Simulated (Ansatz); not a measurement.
A made-up structure of CHOSe (charge +1), singlet:

```json
{"atom": "O1", "x (Å)": "-0.5321", "y (Å)": "0.6629", "z (Å)": "-0.5797"}
{"atom": "C2", "x (Å)": "0.0151", "y (Å)": "-0.4075", "z (Å)": "0.0905"}
{"atom": "Se3", "x (Å)": "0.6349", "y (Å)": "-1.9234", "z (Å)": "0.9075"}
{"atom": "H4", "x (Å)": "-0.1179", "y (Å)": "1.6680", "z (Å)": "-0.4183"}
```

It is relaxed with PBE-D4/def2-SVP and then PBE0-D4/def2-TZVP (Ansatz 0.2.0). Atoms count as bonded within 1.22 times the sum of their covalent radii (H–H: 0.88 Å). The end point is not checked to be a true minimum.

Does its bonding change? (A judgement: the text doesn't fix the answer.)

By the calculation: No: no bond forms or breaks.

Where it ends: The first stage lowers the energy by 1.23 eV in 7 steps. It ends as CHOSe ([OH][C][Se]), total charge +1:
```xyz
4
angstrom
O -0.4751 0.5919 -0.5176
C 0.0137 -0.3637 0.0810
Se 0.5667 -1.7175 0.8102
H -0.1054 1.4893 -0.3736
```

Labels in which every atom is bracketed show which atoms are joined, not bond orders.

For scale, one of the runs: PBE0-D4/def2-TZVP relaxation, 116 basis functions, launched by `ansatz run in.yaml --threads 2 --pin off --events-out ev --progress --plain --max-ram 4352MiB`. Hardware: 2 CPU threads of an Arm Neoverse V1, shared host. Wall time about 10 s.
